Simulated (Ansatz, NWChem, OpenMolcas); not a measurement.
## How methods differ on C2H7Ga (SMILES [CH3][GaH][CH3])

C2H7Ga has 10 atoms, charge 0, and is taken as a singlet. SMILES: `[CH3][GaH][CH3]`. The shape is that of a PBE0-D4/def2-TZVP optimisation.

Each level gives the electronic atomisation energy (eV). The values are calculated. Electronic energies at fixed atoms, without zero-point motion or spin-orbit coupling.

```csv
level,kind,program,value (eV),less CCSD(T)/def2-SVP,CPU time (all runs)
SVWN5/def2-SVP,LDA,NWChem,39.03,+5.65,19 s
revPBE/def2-SVP,GGA,OpenMolcas,33.92,+0.54,69 s
TPSS/def2-SVP,meta-GGA,OpenMolcas,35.14,+1.76,84 s
B3LYP/def2-SVP,global hybrid,OpenMolcas,34.47,+1.09,68 s
CAM-B3LYP/def2-SVP,range-separated hybrid,Ansatz,34.81,+1.43,12 s
PBE-QIDH/def2-SVP,double hybrid,Ansatz,34.55,+1.17,15 s
MP2/def2-SVP,perturbation theory,NWChem,33.36,-0.02,47 s
CCSD(T)/def2-SVP,coupled cluster or CI,OpenMolcas,33.38,0.00,2.1 min
```

Differences are taken from CCSD(T)/def2-SVP for orientation; it has basis-set and higher-order errors of its own. All-electron rows without a relativistic Hamiltonian named are non-relativistic. Correlated wave functions underbind in double-zeta sets. The values span 33.36 to 39.03 eV. In the correlated wave-function rows the outer d shell of Ga is correlated, in sets not made for it. Times are those of the runs behind each value, whatever else they computed, on shared processors of several kinds: orders of magnitude only.
